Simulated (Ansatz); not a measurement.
Mulliken charges of `FC(F)(F)[SeH]` from ωB97M-V/def2-TZVPP in Ansatz (PBE0-D4/def2-TZVP geometry).

```json
{"atom": "F1", "x (Å)": "0.620", "y (Å)": "-0.978", "z (Å)": "1.271", "charge (e)": "-0.150"}
{"atom": "C2", "x (Å)": "0.256", "y (Å)": "-0.402", "z (Å)": "0.127", "charge (e)": "0.386"}
{"atom": "F3", "x (Å)": "-0.451", "y (Å)": "-1.283", "z (Å)": "-0.576", "charge (e)": "-0.145"}
{"atom": "F4", "x (Å)": "1.357", "y (Å)": "-0.131", "z (Å)": "-0.571", "charge (e)": "-0.145"}
{"atom": "Se5", "x (Å)": "-0.772", "y (Å)": "1.209", "z (Å)": "0.562", "charge (e)": "-0.029"}
{"atom": "H6", "x (Å)": "-0.969", "y (Å)": "1.521", "z (Å)": "-0.859", "charge (e)": "0.083"}
```

**Question.** By hand: the dipole of these point charges (1 e Å = 4.8032 D).

**Answer.** Σ q r = (-0.184, 0.288, -0.063) e Å, of length 0.348 e Å = 1.67 D.

**Question.** How does the dipole of the full density compare? (An estimate is asked.)

**Answer.** Ansatz gave: (-0.152, 0.239, -0.079) e Å, 1.41 D; the point charges give 1.18 times that, at 5° from its direction.

Point charges leave out the atoms' own dipoles, such as those of lone pairs, and Mulliken's split depends on the basis, so the two needn't agree.
